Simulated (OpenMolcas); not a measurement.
Fe+: from CASSCF to CASPT2

```json
{
  "Program": "OpenMolcas",
  "Basis": "ANO-RCC-VDZ [5s4p2d]",
  "Scalar Hamiltonian": "DKH2, point nucleus",
  "Active space": "7 electrons in 6 orbitals (3d 4s)",
  "State averaging": "2S+1 = 6 even, 5 roots; 2S+1 = 4 even, 35 roots; 2S+1 = 2 even, 11 roots",
  "Spin-orbit coupling": "RASSI with atomic mean-field integrals over the reference wave functions, term energies averaged over their components"
}
```

Methods on the same reference wave functions:
A. CASSCF
B. SS-CASPT2, IPEA 0.25 Eh, imaginary shift 0.1 Eh (closed shells correlated: 3s 3p)

Energies in eV above 3d6 4s 6D 9/2, the measured ground level; measured values from NIST Handbook of Basic Atomic Spectroscopic Data.

| Level | A | B | Measured |
| --- | --- | --- | --- |
| 3d6 4s 6D 9/2 | 0.0000 | 0.0000 | 0.0000 |
| 3d6 4s 6D 7/2 | 0.0489 | 0.0491 | 0.0477 |
| 3d6 4s 6D 5/2 | 0.0853 | 0.0853 | 0.0828 |
| 3d6 4s 6D 3/2 | 0.1105 | 0.1101 | 0.1070 |
| 3d6 4s 6D 1/2 | 0.1253 | 0.1246 | 0.1211 |
| 3d6 4s 4D 7/2 | 1.2872 | 1.053 |  |
| 3d6 4s 4D 5/2 | 1.3416 | 1.107 |  |
| 3d6 4s 4D 3/2 | 1.3811 | 1.146 |  |
| 3d6 4s 4D 1/2 | 1.4050 | 1.170 |  |
| 3d6 4s 4H 13/2 | 2.9699 | 3.024 | 2.6349 |
| 3d6 4s 4H 11/2 | 2.9883 | 3.041 | 2.6570 |
| 3d6 4s 4H 9/2 | 3.0071 | 3.060 | 2.6758 |
| 3d6 4s 4H 7/2 | 3.0248 | 3.078 | 2.6919 |

Deviations, from unrounded energies. A percentage is the sum of absolute deviations over the sum of measured energies, with the sign that they share, or ± where signs differ.

```json
{"Against measurement": "mean absolute deviation (cm-1)", "Levels": "8", "A": "1400", "B": "1600"}
{"Against measurement": "fine structure of the ground term (%)", "Levels": "4", "A": "+3.2", "B": "+2.9"}
{"Against measurement": "other terms of the ground configuration (%)", "Levels": "4", "A": "+12.5", "B": "+14.5"}
```

A lies closest to measurement on these levels. The largest miss of A in the table is 3d6 4s 4H 13/2, by +2700 cm-1. The ranking rests on the paired levels alone, and a cruder setting can come out closer through cancelling errors.

From A to B the spin-free energies of the other terms of 3d6 4s shown, above 6D, scale by factors of 0.82 to 1.02.

The lowest spin-free term lies below A's lowest term by 0.191 hartree in B.

CASPT2 does not keep the components of a term degenerate, so their means are used; among the terms shown or strongly mixed into the levels shown the widest spread is 55 cm-1 (3d6 4s 4H, B). No level of 3d5 4s2, 3d7 was computed, though it lies in the active space. Without dynamic correlation excited terms often stand tens of per cent too high (terms of higher spin than the ground term too low), and those without a measured partner can miss by more than the paired ones (holds for A). Measured partners are found by configuration, term and J. A level has none where our copy of the source lacks it or the pairing is in doubt (some pairs that miss far off the trend of their configuration count as doubtful), and it then counts in no deviation. Levels of configurations outside the active space are missing. The table leaves out levels that lie high or whose names do not pair safely across all columns.
